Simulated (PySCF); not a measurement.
AlCl3, SMILES [Cl][Al+]([Cl])[Cl] (connectivity only; charge and spin as stated), charge +1, multiplicity 2. Atoms are numbered in the order given.

```xyz
4

Al     0.0000     0.0000    -0.3213
Cl     0.0000     1.4021     1.2929
Cl     0.0000     0.0000    -2.3402
Cl     0.0000    -1.4021     1.2929
```
Charge +1, spin multiplicity 2.

Geometry optimised at PBE0-D3(BJ)/def2-SVP.

Calculation: PySCF with M06-2X/def2-TZVPD.

Mulliken values depend strongly on the basis, most of all with diffuse functions as here. ESP charges are fitted to the potential on shells at 1.4 to 2.0 van der Waals radii. Atomic charges (e):

```
atom  ESP fit  meta-Löwdin  Mulliken  Mulliken spin
----  -------  -----------  --------  -------------
Al1      0.57         1.02      0.83          -0.03
Cl2      0.19         0.06      0.10           0.51
Cl3      0.05        -0.14     -0.02           0.00
Cl4      0.19         0.06      0.10           0.51
```
